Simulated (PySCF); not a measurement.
## Structure elucidation problem

Molecular formula: C$_{8}$H$_{9}$NSi. Simulated spectra:

1H NMR (500 MHz, computed): δ 9.01 (d, 1H), 7.88 (m, 1H), 7.72 (d, 1H), 7.37 (m, 1H), 4.91 (t, 2H), 2.43 (m, 2H), 1.28 (t, 1H).

13C{1H} NMR (computed): δ 167.1 (C), 155.5 (CH), 139.6 (CH), 136.2 (CH), 128.4 (CH), 85.5 (C), 72.8 (CH), 0.8 (CH2).

PySCF 2.14.0 with density-fitted response routines calculation with σ from GIAO-PBE0/pcSseg-1 and GFN2-xTB geometry; a single conformation, relativity neglected, gas phase, fast rotation and ring inversion assumed for equivalent nuclei.

Chemical shifts δ = σref − σ; TMS for 1H (σref 31.72), 13C (σref 186.93), all at this level.

Question: Which of these isomers gave the spectra?
A. C#CC[SiH2]c1ccccn1
B. C=C(C#CC)/C=C\[SiH2]C#N
C. CC#C[SiH2]c1cccnc1
D. C#C[SiH2]/C(=C\C#N)C(=C)C
E. C#C[Si@@H]1CC=C(C#N)CC1

Answer: A. 

1. The formula gives 6 degrees of unsaturation (1 ring in the answer).
2. 8 carbon signals for 8 carbons: no two carbons are equivalent.
3. Carbon types of the structure: 2 × C, 5 × CH, 1 × CH2, leaving 2 H on heteroatoms.
4. δC 155.5: aromatic CH next to a ring nitrogen; the adjacent pyridine-type nitrogen withdraws density from it.
5. δC 139.6, 136.2, 128.4: aromatic CH; the aromatic region.
6. δC 85.5: alkyne carbon; sp carbons lie upfield of alkene carbons because the cylindrical π system leaves one tensor component strongly shielded.
7. δC 72.8: terminal alkyne carbon; the triple bond shields along its axis, which puts it between sp3 and sp2 carbons.
8. δH 9.01: hydrogen on an aromatic CH next to a ring nitrogen; ring current plus the neighbouring ring nitrogen.

The others: C#C[SiH2]/C(=C\C#N)C(=C)C would give 6 signals for carbon-bound and other non-exchanging H, not 7; C#C[Si@@H]1CC=C(C#N)CC1 would give 9 signals for carbon-bound and other non-exchanging H, not 7; C=C(C#CC)/C=C\[SiH2]C#N would give 6 signals for carbon-bound and other non-exchanging H, not 7; CC#C[SiH2]c1cccnc1 would give 6 signals for carbon-bound and other non-exchanging H, not 7.

Shifts are as computed. Against solution values, carbons near 30 ppm lie about +3 ppm off and those near 130 ppm about +5 ppm. Of 1309 compounds with measured shifts, 239 miss one by over three times the rms of a fit or turn the order of signals round; such compounds aren't used in these exercises. Multiplicities follow the n + 1 count of equivalent neighbours, as no J values were calculated; m marks all less simple cases, F and P coupling included.
